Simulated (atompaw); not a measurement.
## Sn: PAW (atompaw) pseudisation with PBE, scalar-relativistic reference atom.

```
Element                 : tin (Sn)
Generator               : atompaw 4.2.0.5
Type                    : PAW
Functional              : PBE
Relativity              : scalar-relativistic
Frozen core             : [Kr] 4d10
Valence charge          : 4
Reference configuration : 5s2 5p2
Partial waves           : 5s (bound): rc 3.00 bohr; 5s channel at -0.45 Ry: rc 3.00 bohr; 5p (bound): rc 3.00 bohr; 5p channel at 2.95 Ry: rc 3.00 bohr; 5d channel at -0.15 Ry: rc 2.95 bohr; 5d channel at 2.1 Ry: rc 2.95 bohr
Local potential         : troulliermartins scheme with l = 3 at 1 Ry, radius 2.50 bohr
Core correction         : smooth core density matched at 1.75 bohr
Augmentation charge     : sinc compensation charge, radius 2.45 bohr; PAW radius 3.00 bohr; waves and projectors: custom rrkj gramschmidtortho
```

All-electron outer shells of the reference configuration (PBE, scalar-relativistic, ld1.x):

| shell | level (eV) | outermost node (bohr) | outermost maximum (bohr) |
| --- | --- | --- | --- |
| 4p | -89.70 | 0.41 | 0.79 |
| 4d | -25.84 | 0.39 | 0.88 |
| 5s | -10.55 | 0.98 | 2.01 |
| 5p | -3.69 | 1.09 | 2.55 |

Does the generator finish with these settings?

Yes, a potential is produced.

Estimate the cutoffs (Ry, on a coarse ladder) from which the occupation-weighted sum of valence levels, in a spherical-Bessel basis at the reference potential, stays within 10 and 1 mRy of its value at 400 Ry.

6 Ry and 8 Ry.

What does a ghost test show?

Ghost state, extra bound levels that the all-electron valence spectrum of the same l lacks: s at -27.0 eV. A true bound ghost makes a file unfit for plane-wave use.

Is the overlap operator S = 1 + Σ q|β⟩⟨β| positive definite (Bessel basis up to 400 Ry)?

Yes: its lowest eigenvalue is 0.20 (s channel).
